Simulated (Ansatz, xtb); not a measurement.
**Relative energy of two isomers of C8H6O**

We compare a, `C#CC1=C(C=O)CC=C1`, a singlet, with b, `C#CC1=CCC(C=O)=C1`, a singlet. Both are isolated molecules in the gas phase, relaxed with PBE0-D3(BJ)/def2-SVP, each in the lowest conformer that the search found.

a (Å):

```yaml
atoms:
  - { symbol: C, position_ang: [-0.5522, 0.8330, 3.2169] }
  - { symbol: C, position_ang: [-0.0346, 0.8773, 2.1198] }
  - { symbol: C, position_ang: [0.6032, 0.9332, 0.8525] }
  - { symbol: C, position_ang: [0.0013, 0.8459, -0.3793] }
  - { symbol: C, position_ang: [-1.4197, 0.6775, -0.6461] }
  - { symbol: C, position_ang: [1.0481, 0.9520, -1.4358] }
  - { symbol: C, position_ang: [2.3124, 1.1094, -0.6633] }
  - { symbol: C, position_ang: [2.0455, 1.0975, 0.6612] }
  - { symbol: O, position_ang: [-1.8896, 0.6071, -1.7609] }
  - { symbol: H, position_ang: [-1.0178, 0.7927, 4.1847] }
  - { symbol: H, position_ang: [-2.0656, 0.6158, 0.2642] }
  - { symbol: H, position_ang: [1.0560, 0.0608, -2.0902] }
  - { symbol: H, position_ang: [0.8542, 1.8025, -2.1151] }
  - { symbol: H, position_ang: [3.2983, 1.2170, -1.1176] }
  - { symbol: H, position_ang: [2.7596, 1.1918, 1.4794] }
```

b (Å):

```xyz
15

C     0.8425    1.8203    3.7129
C     0.7649    1.6204    2.5188
C     0.6628    1.3604    1.1239
C     1.0333    2.1847    0.1018
C     0.7550    1.5253   -1.2016
C     0.1731    0.2069   -0.8082
C    -0.2672   -0.8151   -1.7507
C     0.1264    0.1270    0.5469
O    -0.2062   -0.7000   -2.9533
H     0.9143    2.0043    4.7690
H     1.4681    3.1776    0.2181
H     1.6647    1.4041   -1.8183
H     0.0586    2.1088   -1.8317
H    -0.6785   -1.7425   -1.2759
H    -0.2477   -0.7141    1.1335
```

Energies in hartree; the thermal terms are from GFN2-xTB frequencies at re-optimised GFN2-xTB minima (ideal gas, soft modes damped towards free rotors, one conformer each, 298.15 K, 1 atm) and include the zero-point energy:

|  | a | b |
| --- | --- | --- |
| E, CCSD(T)/def2-SVP | −382.221095 | −382.220537 |
| E, MP2/def2-SVP | −382.120120 | −382.118537 |
| E, MP2/def2-TZVPP | −382.809464 | −382.807867 |
| zero-point energy | 0.107864 | 0.107701 |
| H(298 K) − E | 0.117256 | 0.117135 |
| G(298 K) − E | 0.074673 | 0.074491 |

Problem. Correct the CCSD(T) difference for the basis set by the MP2 change, then work out ΔE, ΔE₀, ΔH and ΔG for a → b in kJ/mol (1 Eh = 2625.50 kJ/mol) and the equilibrium ratio [b]/[a].

Solution. 1. Differences b − a: CCSD(T) +0.000558, MP2 in the small set +0.001583, MP2 in the large set +0.001597 Eh.
2. ΔE = +0.000558 + (+0.001597 − (+0.001583)) = +0.000572 Eh = +1.50 kJ/mol.
3. ΔE₀ = ΔE + ΔZPE = +0.000572 + (−0.000163) Eh = +1.07 kJ/mol.
4. ΔH = ΔE + (−0.000121) Eh = +1.18 kJ/mol.
5. ΔG = ΔE + (−0.000182) Eh = +1.02 kJ/mol, so ΔS = (ΔH − ΔG)/T = +0.5 J/(mol K).
6. kT = 0.9442 mEh, so K = [b]/[a] = exp(−ΔG/kT) = exp(−0.41) ≈ 0.66.

The two are too close for this level to say which is favoured. An error of 4 kJ/mol in ΔG would change K by a factor of 5. Mirror images and further conformers aren't counted.

As drawn, both hold the same kinds of bond in the same numbers.

Other levels gave ΔE = +6.5 (GFN2-xTB); −0.2 (HF/STO-3G, GFN2-xTB geometries); +4.4 (r2SCAN-D4/def2-SVP, GFN2-xTB geometries); +3.0 (PBE0-D3(BJ)/def2-SVP); −2.8 (HF/def2-SVP); +4.2 (MP2/def2-SVP); +1.5 (CCSD(T)/def2-SVP) kJ/mol. The correlated steps freeze 9 core orbitals. Programs: Ansatz 0.2.0, xtb 6.7.1.
